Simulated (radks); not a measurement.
Values are calculated unless marked as measured or tabulated.
Question: Species: Cr14+. Configuration: [Ne]. Level of theory: scalar-relativistic Kohn-Sham, LDA (Slater exchange, VWN5 correlation), spin-polarised, spherical densities, finite nucleus; Fermi nuclear charge, rms radius 3.6452 fm (a radial shooting solver on a logarithmic mesh with Libxc functionals). Some entries of the table are withheld. Estimate them.

orbital  occ.  eigenvalue (hartree)  <1/r> (bohr^-1)
1s          2                   (1)              (2)
2s          2                   (3)              (4)
2p          6                   (5)              (6)

Answer: 
(1) 1s eigenvalue (hartree): -231.5672
(2) 1s <1/r> (bohr^-1): 23.85
(3) 2s eigenvalue (hartree): -39.41961
(4) 2s <1/r> (bohr^-1): 5.123
(5) 2p eigenvalue (hartree): -35.70683
(6) 2p <1/r> (bohr^-1): 5.031
